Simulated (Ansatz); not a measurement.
`F[CH]([AlH2])[SiH2][SiH3]` + `ClCBr` → `[SiH3]C(Cl)Br` + `F[CH]([AlH2])[SiH3]`  (formal exchange of groups at the Si–Si bond)

Isolated molecules relaxed with PBE0-D4/def2-TZVP in Ansatz; ΔE leaves out vibrations. CCSD(T)/CBS adds triple-zeta CCSD(T) − MP2 to the extrapolated MP2 energy (def2 sets, frozen cores). DFT in def2-TZVPP. For Br outer-core shells are correlated without core-valence functions, which leaves a few kJ/mol of doubt a bond. Scalar relativity is left out up to krypton. One conformer a species, not always the lowest.

Task: Is it downhill or uphill in electronic energy at CCSD(T)/CBS, and by how much? (Best estimate.)

Result: Ansatz gave: Uphill: ΔE = +7.4 kJ/mol.

Task: What do these levels give: r2SCAN-D4, PBE0-D4, ωB97M-V, r2SCAN, PBE0, HF/def2-TZVPP, CCSD/def2-TZVPP, CCSD(T)/def2-TZVPP, HF/def2-QZVPP, MP2/def2-QZVPP, HF/CBS(def2), MP2/CBS(def2)? (An estimate is asked.)

Result: Computed: r2SCAN-D4 15.7, PBE0-D4 21.5, ωB97M-V 6.0, r2SCAN 15.4, PBE0 21.3, HF/def2-TZVPP 5.1, CCSD/def2-TZVPP 8.8, CCSD(T)/def2-TZVPP 8.8, HF/def2-QZVPP 4.6, MP2/def2-QZVPP 0.0, HF/CBS(def2) 4.5, MP2/CBS(def2) -0.5 kJ/mol.

Largest T1 diagnostic among the species: 0.013.
